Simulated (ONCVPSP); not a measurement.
**Pseudopotential generation for Au: ONCV, PBE, scalar-relativistic.**

ONCVPSP 4.0.1 was run on this input:

```
# ATOM AND REFERENCE CONFIGURATION
# atsym  z   nc   nv     iexc    psfile
  Au 79.00   10    4        4      upf
#
#   n    l    f
    1    0    2.00
    2    0    2.00
    2    1    6.00
    3    0    2.00
    3    1    6.00
    3    2   10.00
    4    0    2.00
    4    1    6.00
    4    2   10.00
    4    3   14.00
    5    0    2.00
    5    1    6.00
    5    2   10.00
    6    0    0.50
#
# PSEUDOPOTENTIAL AND OPTIMIZATION
# lmax
    2
#
#   l,   rc,      ep,       ncon, nbas, qcut
    0    1.45    0.00    3    7    8.90
    1    1.30    0.00    4    9   13.10
    2    1.60    0.00    3    7    6.20
#
# LOCAL POTENTIAL
# lloc, lpopt,  rc(5),   dvloc0
    4    4    0.95    3.00
#
# VANDERBILT-KLEINMAN-BYLANDER PROJECTORs
# l, nproj, debl
    0    3    0.70
    1    2    2.40
    2    3    1.70
#
# MODEL CORE CHARGE
# icmod, fcfact, rcfact
    3    5.00    1.55
#
# LOG DERIVATIVE ANALYSIS
# epsh1, epsh2, depsh
   -6.00    5.00    0.04
#
# OUTPUT GRID
# rlmax, drl
    6.00    0.01
#
# TEST CONFIGURATIONS
# ncnf
    4
# nvcnf
#   n    l    f
    4
    5    0    2.00
    5    1    6.00
    5    2   10.00
    6    0    1.00
#
    4
    5    0    2.00
    5    1    6.00
    5    2   10.00
    6    0    0.00
#
    4
    5    0    2.00
    5    1    6.00
    5    2    9.00
    6    0    0.00
#
    4
    5    0    2.00
    5    1    5.00
    5    2   10.00
    6    0    1.00
#
```

Command:

```bash
oncvpsp.x < Au.dat > Au.out
```

Resulting log (shortened: citation, most of the input echo, consistency checks and plot data are left out):

```
ONCVPSP  (Optimized Norm-Conservinng Vanderbilt PSeudopotential)
scalar-relativistic version 4.0.1

#   n    l    f        energy (Ha)
    1    0    2.00    -2.9690762E+03
    2    0    2.00    -5.2397140E+02
    2    1    6.00    -4.5291680E+02
    3    0    2.00    -1.2378432E+02
    3    1    6.00    -1.0317919E+02
    3    2   10.00    -8.1192587E+01
    4    0    2.00    -2.6984642E+01
    4    1    6.00    -2.0229737E+01
    4    2   10.00    -1.2126109E+01
    4    3   14.00    -3.1308100E+00
    5    0    2.00    -4.1330787E+00
    5    1    6.00    -2.3485576E+00
    5    2   10.00    -4.0282954E-01
    6    0    0.50    -3.4454475E-01

Reference configufation results
  iterations    29
  all-electron total energy (Ha)   -1.90117318D+04

Begin loop to  construct optimized pseudo wave functions
and semi-local pseudopoentials for all angular momenta

   Wellstate for l =  0  n =  7
     eigenvalue =   0.3555
     asymptotic potential =   0.8555
     half-point radius =  5.2679

Calculating optimized projector #   1

 for l=   0

    Fraction of norm inside rc  0.945557
    Optimizing pswf for qcut=   8.91 a_B^-1,  ecut=  39.69 Ha
    Residual kinetic energy error=  1.83D-06 Ha

    Energy error per electron        Cutoff
         Ha          eV             Ha
         0.01000     0.27211       22.58
         0.00100     0.02721       28.32
         0.00010     0.00272       32.92
         0.00001     0.00027       36.51

Calculating optimized projector #   2

 for l=   0

    Fraction of norm inside rc  0.058534
    Optimizing pswf for qcut=   8.91 a_B^-1,  ecut=  39.69 Ha
    Residual kinetic energy error=  9.99D-07 Ha

    Energy error per electron        Cutoff
         Ha          eV             Ha
         0.01000     0.27211       18.64
         0.00100     0.02721       26.09
         0.00010     0.00272       31.72
         0.00001     0.00027       35.89

Calculating optimized projector #   3

 for l=   0

    Fraction of norm inside rc  0.037589
    Optimizing pswf for qcut=   8.91 a_B^-1,  ecut=  39.69 Ha
    Residual kinetic energy error=  8.50D-07 Ha

    Energy error per electron        Cutoff
         Ha          eV             Ha
         0.01000     0.27211       17.45
         0.00100     0.02721       25.39
         0.00010     0.00272       31.25
         0.00001     0.00027       35.65

   Wellstate for l =  1  n =  6
     eigenvalue =   0.0514
     asymptotic potential =   0.5514
     half-point radius =  3.8329

Calculating optimized projector #   1

 for l=   1

    Fraction of norm inside rc  0.760538
    Optimizing pswf for qcut=  13.11 a_B^-1,  ecut=  85.88 Ha
    Residual kinetic energy error=  9.78D-09 Ha

    Energy error per electron        Cutoff
         Ha          eV             Ha
         0.01000     0.27211       38.41
         0.00100     0.02721       49.44
         0.00010     0.00272       58.50
         0.00001     0.00027       66.34

Calculating optimized projector #   2

 for l=   1

    Fraction of norm inside rc  0.048588
    Optimizing pswf for qcut=  13.11 a_B^-1,  ecut=  85.88 Ha
    Residual kinetic energy error=  8.46D-10 Ha

    Energy error per electron        Cutoff
         Ha          eV             Ha
         0.01000     0.27211       28.02
         0.00100     0.02721       41.64
         0.00010     0.00272       51.95
         0.00001     0.00027       60.67

   Wellstate for l =  2  n =  6
     eigenvalue =   1.2972
     asymptotic potential =   1.7972
     half-point radius =  2.7678

   Wellstate for l =  2  n =  7
     eigenvalue =   2.9972
     asymptotic potential =   3.4972
     half-point radius =  3.1109

Calculating optimized projector #   1

 for l=   2

    Fraction of norm inside rc  0.587775
    Optimizing pswf for qcut=   6.19 a_B^-1,  ecut=  19.16 Ha
    Residual kinetic energy error=  6.48D-04 Ha

    Energy error per electron        Cutoff
         Ha          eV             Ha
         0.01000     0.27211       14.71
         0.00100     0.02721       18.56
         0.00010     0.00272       47.50
         0.00001     0.00027       95.41

Calculating optimized projector #   2

 for l=   2

    Fraction of norm inside rc  0.166317
    Optimizing pswf for qcut=   6.19 a_B^-1,  ecut=  19.16 Ha
    Residual kinetic energy error=  1.03D-03 Ha

    Energy error per electron        Cutoff
         Ha          eV             Ha
         0.01000     0.27211       15.25
         0.00100     0.02721       19.23
         0.00010     0.00272       30.61
         0.00001     0.00027       67.34

Calculating optimized projector #   3

 for l=   2

    Fraction of norm inside rc  0.088469
    Optimizing pswf for qcut=   6.19 a_B^-1,  ecut=  19.16 Ha
    Residual kinetic energy error=  1.91D-03 Ha

    Energy error per electron        Cutoff
         Ha          eV             Ha
         0.01000     0.27211       15.98
         0.00100     0.02721       20.16
         0.00010     0.00272       31.48
         0.00001     0.00027       54.96

Construct Vanderbilt / Kleinmman-Bylander projectors

B matrix Hermiticity error, ll=   0
   1   2    6.8872E-04
   1   3   -6.3425E-04
   2   3    3.2913E-05

  Orthonormal projector coefficients  1.9811E+01  4.7561E+00  5.7445E-01

B matrix Hermiticity error, ll=   1
   1   2    3.7740E-04

  Orthonormal projector coefficients  1.3333E+01  1.2271E+00

B matrix Hermiticity error, ll=   2
   1   2    2.8140E-04
   1   3   -4.4327E-04
   2   3    1.7228E-04

  Orthonormal projector coefficients  1.8831E+01  7.7722E+00  2.2141E+00

Model core correction analysis
  based on d2Exc/dn_idn_j

d2excae - all-electron derivatives

   -2.998501D-02   -2.558812D-02   -1.258283D-02   -1.653864D-03
   -2.558818D-02   -2.486275D-02   -1.552966D-02   -2.416319D-03
   -1.258290D-02   -1.552970D-02   -1.727423D-02   -1.089588D-02
   -1.653791D-03   -2.416005D-03   -1.089499D-02   -2.719318D-02

d2excps - pseudofunction derivatives with no core correction

   -5.068894D-02   -3.328250D-02   -1.510879D-02   -3.616323D-03
   -3.328486D-02   -3.098839D-02   -1.753637D-02   -3.008996D-03
   -1.510958D-02   -1.753652D-02   -1.799550D-02   -1.111675D-02
   -3.616218D-03   -3.008702D-03   -1.111585D-02   -2.740814D-02

rms 2nd derivative error    6.197310E-03

rmatch, rhocmatch    0.7870   20.6799

Teter function model core charge with specified parameters

d2excps - pseudofunction derivatives with core correction

   -2.388302D-02   -2.063991D-02   -1.067752D-02   -1.576827D-03
   -2.063990D-02   -2.127225D-02   -1.387760D-02   -2.361938D-03
   -1.067751D-02   -1.387759D-02   -1.638018D-02   -1.090745D-02
   -1.576749D-03   -2.361630D-03   -1.090655D-02   -2.717561D-02

rms 2nd derivative error    2.653221E-03

Pseudoatom total energy -137.351902

Diagnostic tests using Vanderbilt-Kleinman-Bylander pseudopotentials
  1 or more projectors used as specified by nproj input data

   l    rcore       rmatch      e in        delta e   norm test  slope test

   0   1.4573878   1.5016372  -4.1330787   0.0000120   1.0003042   1.0002926
   0   1.4573878   1.5016372  -0.3445448   0.0000104   1.0000715   1.0000502
   0   1.4573878   1.5016372   0.3554552   0.0000860   1.0004309   1.0004309

   1   1.3008089   1.3403042  -2.3485576  -0.0000155   1.0002227   1.0002527
   1   1.3008089   1.3403042   0.0514424   0.0000265   1.0005308   1.0005308

   2   1.6037727   1.6524667  -0.4028295  -0.0000338   1.0001077   1.0000405
   2   1.6037727   1.6524667   1.2971705   0.0000351   1.0003266   1.0003266
   2   1.6037727   1.6524667   2.9971705   0.0001581   1.0004487   1.0004487

 Testing for bound ghosts
   n   l    E NL Schr. Eq   E Basis Diag.   E Cutoff

   1   0       -4.133067       -4.133070    124.57
   2   0       -0.344534       -0.274213    124.57

   2   1       -2.348573       -2.348494    233.79

   3   2       -0.402863       -0.399478    133.86

 Testing for highly-localized positive-energy ghosts
       l    <radius>/rc     E Basis Diag.   E Cutoff

       0        0.485096       16.358317    124.57  WARNING - GHOST(+)

Test configuration 0

   n   l     f        eae           eps        diff
   1   0  2.0000-2969.07622822
   2   0  2.0000 -523.97139902
   2   1  6.0000 -452.91680360
   3   0  2.0000 -123.78431992
   3   1  6.0000 -103.17919078
   3   2 10.0000  -81.19258655
   4   0  2.0000  -26.98464246
   4   1  6.0000  -20.22973741
   4   2 10.0000  -12.12610851
   4   3 14.0000   -3.13081005
   5   0  2.0000   -4.13307867   -4.13306666    1.20D-05
   5   1  6.0000   -2.34855762   -2.34857310   -1.55D-05
   5   2 10.0000   -0.40282954   -0.40286334   -3.38D-05
   6   0  0.5000   -0.34454475   -0.34453435    1.04D-05

    Total energies and differences
      AE_ref= -1.90117318D+04  AE_tst= -1.90117318D+04  dif=  0.00D+00
      PS_ref= -1.37351902D+02  PS_tst= -1.37351902D+02  dif=  0.00D+00
      PSP excitation error=  0.00D+00

Test configuration 1

   n   l     f        eae           eps        diff
   1   0  2.0000-2968.92589778
   2   0  2.0000 -523.82239757
   2   1  6.0000 -452.76777819
   3   0  2.0000 -123.63495332
   3   1  6.0000 -103.02982059
   3   2 10.0000  -81.04334170
   4   0  2.0000  -26.83501075
   4   1  6.0000  -20.08010982
   4   2 10.0000  -11.97652401
   4   3 14.0000   -2.98117312
   5   0  2.0000   -3.98249004   -3.98196661    5.23D-04
   5   1  6.0000   -2.19696170   -2.19692987    3.18D-05
   5   2 10.0000   -0.25273410   -0.25280057   -6.65D-05
   6   0  1.0000   -0.21176012   -0.21168711    7.30D-05

    Total energies and differences
      AE_ref= -1.90117318D+04  AE_tst= -1.90118705D+04  dif= -1.39D-01
      PS_ref= -1.37351902D+02  PS_tst= -1.37490578D+02  dif= -1.39D-01
      PSP excitation error=  3.39D-05

Test configuration 2

   n   l     f        eae           eps        diff
   1   0  2.0000-2969.23845579
   2   0  2.0000 -524.13205489
   2   1  6.0000 -453.07748944
   3   0  2.0000 -123.94533868
   3   1  6.0000 -103.34021348
   3   2 10.0000  -81.35347159
   4   0  2.0000  -27.14592613
   4   1  6.0000  -20.39101133
   4   2 10.0000  -12.28732625
   4   3 14.0000   -3.29206627
   5   0  2.0000   -4.29519845   -4.29584065   -6.42D-04
   5   1  6.0000   -2.51159431   -2.51169903   -1.05D-04
   5   2 10.0000   -0.56330305   -0.56332046   -1.74D-05

    Total energies and differences
      AE_ref= -1.90117318D+04  AE_tst= -1.90115247D+04  dif=  2.07D-01
      PS_ref= -1.37351902D+02  PS_tst= -1.37144678D+02  dif=  2.07D-01
      PSP excitation error= -9.78D-05

Test configuration 3

   n   l     f        eae           eps        diff
   1   0  2.0000-2969.72618425
   2   0  2.0000 -524.62115712
   2   1  6.0000 -453.56656093
   3   0  2.0000 -124.43344283
   3   1  6.0000 -103.82830940
   3   2 10.0000  -81.84179869
   4   0  2.0000  -27.63340372
   4   1  6.0000  -20.87845512
   4   2 10.0000  -12.77477372
   4   3 14.0000   -3.77917787
   5   0  2.0000   -4.77767282   -4.77827789   -6.05D-04
   5   1  6.0000   -2.98759060   -2.98788146   -2.91D-04
   5   2  9.0000   -1.00452237   -1.00468656   -1.64D-04

    Total energies and differences
      AE_ref= -1.90117318D+04  AE_tst= -1.90107453D+04  dif=  9.87D-01
      PS_ref= -1.37351902D+02  PS_tst= -1.36365093D+02  dif=  9.87D-01
      PSP excitation error= -2.85D-04

Test configuration 4

   n   l     f        eae           eps        diff
   1   0  2.0000-2969.49558360
   2   0  2.0000 -524.36796024
   2   1  6.0000 -453.31507896
   3   0  2.0000 -124.17396992
   3   1  6.0000 -103.56903555
   3   2 10.0000  -81.58182252
   4   0  2.0000  -27.37258133
   4   1  6.0000  -20.61748950
   4   2 10.0000  -12.51288547
   4   3 14.0000   -3.51426497
   5   0  2.0000   -4.48367398   -4.48966070   -5.99D-03
   5   1  5.0000   -2.68128148   -2.68387281   -2.59D-03
   5   2 10.0000   -0.68249752   -0.68271811   -2.21D-04
   6   0  1.0000   -0.53394462   -0.53399578   -5.12D-05

    Total energies and differences
      AE_ref= -1.90117318D+04  AE_tst= -1.90094411D+04  dif=  2.29D+00
      PS_ref= -1.37351902D+02  PS_tst= -1.35057169D+02  dif=  2.29D+00
      PSP excitation error= -4.03D-03
```

The run took about 4.8 s on one core of a shared server CPU.
